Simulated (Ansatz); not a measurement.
One change: `ClB[SeH]` becomes `Cl[BH][SbH2]`.

Ansatz, PBE0-D4/def2-TZVP geometries, multiplicity 1. Each molecule was computed in one conformer, which needn't be the lowest.

Elements past krypton have def2 core potentials. Scalar relativity is left out up to krypton.

```
                                                                                  property  `ClB[SeH]`
                                          size of the dipole moment (B3LYP/def2-TZVPP) / D        1.24
                                        size of the dipole moment (ωB97M-V/def2-TZVPP) / D        1.22
ideal-gas entropy at 298 K and 1 bar (rigid rotor, harmonic PBE0-D4/def2-TZVP) / J/(mol·K)         293
                                                       HOMO–LUMO gap (PBE/def2-TZVPP) / eV        4.38
                                                     HOMO energy (ωB97M-V/def2-TZVPP) / eV       -9.92
                                                         LUMO energy (PBE/def2-TZVPP) / eV       -2.33
```

Problem. What does the change do to each property? (Best estimate.)

Solution. The calculation gave: 
```csv
property,`Cl[BH][SbH2]`,shift
size of the dipole moment (B3LYP/def2-TZVPP) / D,0.47,-0.77
size of the dipole moment (ωB97M-V/def2-TZVPP) / D,0.41,-0.81
"ideal-gas entropy at 298 K and 1 bar (rigid rotor, harmonic PBE0-D4/def2-TZVP) / J/(mol·K)",317,24
HOMO–LUMO gap (PBE/def2-TZVPP) / eV,3.16,-1.22
HOMO energy (ωB97M-V/def2-TZVPP) / eV,-9.16,0.76
LUMO energy (PBE/def2-TZVPP) / eV,-2.95,-0.62
```

With PBE0 the HOMO rises by 0.69 eV and the LUMO falls by 0.60 eV, so the gap narrows by about 1.29 eV. PBE moves the HOMO by 0.62 eV and ωB97M-V by 0.76 eV. The zero-point energy changes by 12.2 kJ/mol with +3 modes. Dipoles are sizes alone; their direction can turn.

B3LYP here is the variant with VWN-RPA as its local correlation; programs differ in this.

Spin–orbit coupling is left out; it splits and shifts lone-pair levels of the heavy atoms by tenths of an eV.
